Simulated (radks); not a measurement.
Results of a calculation; reference values are marked as such.
Ionisation of the zinc ion Zn+, [Ar] 3d10 4s1, to Zn2+, [Ar] 3d10, under several functionals. Scalar-relativistic Kohn-Sham, spin-unpolarised, spherical densities, point nucleus; a radial shooting solver on a logarithmic mesh with Libxc functionals.

functional                                      E(Zn+) (hartree)  Exc (hartree)  IE (eV)  -e(HOMO) (eV)  <r> HOMO (bohr)  IE error (eV)
RPBE                                                 -1795.87286      -71.52789   18.282         13.823            2.419         +0.318
PBE                                                  -1795.65537      -71.30237   18.443         13.998            2.401         +0.478
AM05                                                 -1793.11706      -68.72391   18.306         13.941            2.393         +0.341
LDA (Slater exchange, Perdew-Wang correlation)       -1792.94597      -68.54280   18.763         14.342            2.378         +0.799
BP86                                                 -1796.18952      -71.84277   18.524         14.194            2.384         +0.559
revPBE                                               -1795.81270      -71.46592   18.265         13.848            2.409         +0.300

NIST Atomic Spectra Database: 17.964 eV (measured). Closest: revPBE. The Delta-SCF values span 0.50 eV, the total energies 3.24 hartree. The highest occupied level is 4s. Spin polarisation and multiplet splitting are left out, so open shells lie too high by an amount that depends on their filling.

Beside tabulated values, note that spin-unpolarised runs miss the spin-polarisation part of the exchange energy of open shells.
